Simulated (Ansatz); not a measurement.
CH3GaO3 (`O=[CH][Ga]([OH])[OH]`) at its PBE0-D4/def2-TZVP geometry, where that method's forces vanish. The species carries charge 0 and has multiplicity 1.

```xyz
8

O    -1.0527    1.9598    0.9360
C    -1.0501    1.2670   -0.0461
Ga    0.1893   -0.3276   -0.1327
O     0.2455   -1.3955   -1.5535
O     1.2885   -0.7473    1.2054
H    -1.7275    1.5083   -0.8966
H     0.8760   -2.1150   -1.4672
H     1.2310   -0.1497    1.9547
```

Q: What forces (eV/Å) does PBE-D4/def2-TZVPP give on these atoms in the Gaussian-basis code of Ansatz? (An estimate is asked.)

A: Computed: 
```
O1  -0.005  0.581  0.819
C2  -0.013 -0.367 -0.545
Ga3 -0.218  0.267 -0.004
O4  -0.298  0.018 -0.500
O5   0.395 -0.451  0.054
H6  -0.149  0.018 -0.236
H7   0.322 -0.367  0.045
H8  -0.035  0.301  0.368
```
